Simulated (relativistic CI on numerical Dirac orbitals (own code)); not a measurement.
# Slater and spin-orbit integrals, Bi8+

Computed by Dirac-Coulomb-Breit CI, KLI orbitals optimised for each configuration, a model potential for QED, unscaled Slater integrals (own radial code, finite nucleus).

Slater integrals F^k, G^k are unscaled and averaged over j, outside the closed core [Kr] 4d10 4f14; ζ comes from projecting the Hamiltonian with its Breit term on Σ l·s of the shell.

- 5s2 5p6 5d7: F^2(5d,5d) = 94676, F^4(5d,5d) = 64327, ζ(5d) = 11116 cm⁻¹; <r>(5d) = 1.116, <r^2>(5d) = 1.407 (bohr units).
- 5s2 5p6 5d6 6s: F^2(5d,5d) = 95328, F^4(5d,5d) = 64800, ζ(5d) = 11444, G^2(5d,6s) = 26500 cm⁻¹; <r>(5d) = 1.107, <r^2>(5d) = 1.387, <r>(6s) = 1.699, <r^2>(6s) = 3.2 (bohr units).
- 5s2 5p6 5d6 5f: F^2(5d,5d) = 95288, F^4(5d,5d) = 64773, ζ(5d) = 11430, F^2(5d,5f) = 66343, F^4(5d,5f) = 42152, G^1(5d,5f) = 75503, G^3(5d,5f) = 46794, G^5(5d,5f) = 33401, ζ(5f) = 434.43 cm⁻¹; <r>(5d) = 1.108, <r^2>(5d) = 1.388, <r>(5f) = 1.629, <r^2>(5f) = 3.035 (bohr units).

(1) Give the Racah parameters of the d shell in 5s2 5p6 5d7.

In this model ζ of a weakly bound d, f or g electron outside closed shells comes out too small, for d by up to a factor of two or three and at times with the wrong sign; that of an outer p electron is too small as well.

Averages of the first 10 configurations, taken without configuration mixing, which lowers the lowest level and can move excited configurations by several eV; other configurations of the list can lie among them:

| Configuration | Parity | States | Average energy above the lowest level (eV) |
| --- | --- | --- | --- |
| 5s2 5p6 5d7 | even | 120 | 6.4 |
| 5s2 5p6 5d6 6s | even | 420 | 39.1 |
| 5s2 5p6 5d6 5f | odd | 2940 | 72.7 |
| 5s2 5p5 5d8 | odd | 270 | 87.9 |
| 5s2 5p6 5d5 6s2 | even | 252 | 74.6 |
| 5s2 5p6 5d6 6p | odd | 1260 | 57.5 |
| 5s2 5p6 5d6 5g | even | 3780 | 105.4 |
| 5s2 5p6 5d5 6s 6p | odd | 3024 | 91.8 |
| 5s2 5p4 5d9 | even | 150 | 171.1 |
| 5s2 5p6 5d6 6d | even | 2100 | 80.4 |

Results:

(1) B = F²/49 − 5F⁴/441 = 1203 cm⁻¹ and C = 35F⁴/441 = 5105 cm⁻¹.
